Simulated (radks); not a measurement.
Task: The mean radii <r> (bohr) of the occupied orbitals of an atom or ion are listed with their occupations. Calculated with a radial shooting solver on a logarithmic mesh with Libxc functionals: non-relativistic Kohn-Sham, LDA (Slater exchange, Perdew-Wang correlation), spin-unpolarised, spherical densities, point nucleus.

| orbital | occ. | <r> |
|---|---|---|
| 1s | 2 | 0.05298 |
| 2s | 2 | 0.2367 |
| 2p | 6 | 0.2056 |
| 3s | 2 | 0.6104 |
| 3p | 2 | 0.5988 |

Name the element and its charge.

Result: Z = 29, copper, charge +15: Cu15+ in [Ne] 3s2 3p2. The 1s radius gives Z: for a bare nucleus <r> = 1.5/Z, 0.05172 bohr for Z = 29, and screening makes it slightly larger (0.05298 here). The occupations add up to 14, and the charge is Z minus that.
